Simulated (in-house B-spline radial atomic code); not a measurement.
The numbers below are computed, except where a source is named.
## Ghost states of the separable form: Fe

Fe, [Ar] 3d6 4s2, non-relativistic LDA (VWN5), spherical and spin-unpolarised, from a B-spline radial code for spherical atoms (atomic units; all potentials screened as in the neutral atom).

Troullier-Martins channels: 4s (ε = -0.1980, r_c = 2.746 bohr), 3d (ε = -0.2950, r_c = 2.526 bohr). In the Kleinman-Bylander form one channel serves as the local potential, and each other channel l becomes |δV u><u δV|/<u|δV|u>, with δV = V_l − V_local and u the pseudo-orbital. Its strength is E_KB = <u|δV²|u>/<u|δV|u>. By the analysis of Gonze, Stumpf and Scheffler a spurious state lies below the reference level ε if E_KB > 0 and ε is above the second level of the local potential alone, or if E_KB < 0 and ε is above its first. The table's levels are those of angular momentum l in a sphere of 9 bohr, whose wall can lift a shallow ε a little above its free-atom value.

```
local  channel  <u δV u>  <u δV² u>        ε  first local level  second local level
    s        d   -4.1681     27.979  -0.2950             0.0958              0.3354
    d        s   0.18083     1.4911  -0.1975            -5.7885             -0.5265
```

Task: Apply the rule to each row.

Result: Local s, channel d: E_KB = -6.71, so ε = -0.2950 is set against 0.0958: no ghost. Local d, channel s: E_KB = +8.25, so ε = -0.1975 is set against -0.5265: a ghost.

Diagonalising the separable Hamiltonian gives:

```csv
local,channel,three lowest levels,"all-electron, two lowest valence levels"
s,d,"-0.2950, 0.1111, 0.3822","-0.2950, 0.1087"
d,s,"-1.6688, -0.1975, 0.0907","-0.1975, 0.0900"
```

Task: Which choices of local channel are safe?

Result: Free of ghosts: s. With d local the s channel has a ghost 1.47 hartree below ε, since the local potential binds more than one state below ε, and a repulsive term of rank one raises each level at most to the next, so it clears only one of them. Among the safe choices the second level, which tests transfer, is off by at most 2.3 millihartree (s local).
